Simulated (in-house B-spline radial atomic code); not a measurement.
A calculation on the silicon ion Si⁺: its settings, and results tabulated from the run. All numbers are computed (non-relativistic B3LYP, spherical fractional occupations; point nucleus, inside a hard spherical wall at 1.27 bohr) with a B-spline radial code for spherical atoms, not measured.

Command:
```bash
python run_scf.py task.json out
```
Settings:
```
Z                14
configuration    [Ne] 3s1 3p2
hamiltonian      nr
method           b3lyp
spin_polarised   False
wall_radius      1.27
```

Output (hartree, bohr):
```
 radial grid: 33 intervals, B-splines of order 8, outer radius 1.27 bohr

 iter        energy (Eh)    residual
    1        -263.021701    1.71e-01
    2        -263.193688    2.59e-02
    3        -263.199742    9.50e-03
    4        -263.200506    3.51e-03
    5        -263.200610    8.77e-04
    6        -263.200619    2.00e-05
    7        -263.200619    1.93e-07
    8        -263.200619    3.28e-10

 total energy                      -263.20062
 kinetic                             348.5292
 electron-nucleus                   -751.2539
 Hartree                             163.3302
 exact exchange                       -4.4539
 exchange-correlation                -19.3521

 orbital      occ     eigenvalue          <r>       <r^2>       <1/r>     <1/r^2>       <r^4>       r_max
 1s         2.000       -62.1653     0.112061   0.0169162     13.5333     370.626 0.000743657     0.07311
 2s         2.000        -2.7641     0.548084    0.345055     2.58668        27.2     0.18109      0.4691
 2p         6.000        -0.9611     0.510199    0.308636     2.47493     8.46284    0.159492       0.409
 3s         1.000         8.5334     0.730419    0.627413     2.29419     28.4719     0.55518      0.9235
 3p         2.000         8.5249      0.69691    0.587735     2.13865     8.02141    0.510333      0.9058
```

Time taken, with all properties: 0.03 s on 1 thread of Arm Neoverse V1, on a shared host.

Caution: exact exchange at fractional occupations of open shells leaves self-interaction of up to several eV.
